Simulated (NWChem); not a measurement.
Species: C4H4ClF; SMILES F[C@H]1C=C(Cl)C1

```xyz
10

F      0.0665     2.5469     0.4783
C      0.0302     1.5121    -0.4153
C      1.0330     0.4097    -0.2006
C      0.0530    -0.4963    -0.0700
Cl     0.0348    -2.1954     0.0827
C     -1.0942     0.4701    -0.1643
H      0.0219     1.9411    -1.4327
H      2.1221     0.3688    -0.2164
H     -1.6243     0.6535     0.7821
H     -1.8193     0.3050    -0.9769
```
Atoms are numbered in this order, from 1.

Level: PBE0/def2-SVP (NWChem), optimised geometry, unscaled harmonic frequencies. 

Q: List the harmonic frequencies with IR intensities, and the thermochemistry.

A: 
| frequency (cm⁻¹) | IR intensity (km/mol) |
|---|---|
| 118 | 1.6 |
| 269 | 2.0 |
| 403 | 3.1 |
| 435 | 1.7 |
| 453 | 6.7 |
| 566 | 19.1 |
| 795 | 26.4 |
| 874 | 37.1 |
| 931 | 45.9 |
| 976 | 10.3 |
| 1013 | 13.8 |
| 1070 | 18.3 |
| 1145 | 60.3 |
| 1180 | 9.9 |
| 1196 | 3.0 |
| 1235 | 17.2 |
| 1306 | 87.8 |
| 1377 | 77.5 |
| 1449 | 11.8 |
| 1688 | 78.5 |
| 3081 | 25.1 |
| 3088 | 21.5 |
| 3159 | 5.0 |
| 3266 | 0.2 |

```json
{
 "zero_point_energy": "44.4 kcal/mol",
 "thermal correction to the enthalpy at 298.15 K (with zero-point energy)": "48.4 kcal/mol",
 "heat capacity Cv": "18.9 cal/(mol K)",
 "entropy at 298.15 K and 1 atm (symmetry number 1)": "75.8 cal/(mol K)",
 "dipole_moment": "1.18 D"
}
```

Rigid rotor and harmonic oscillator.
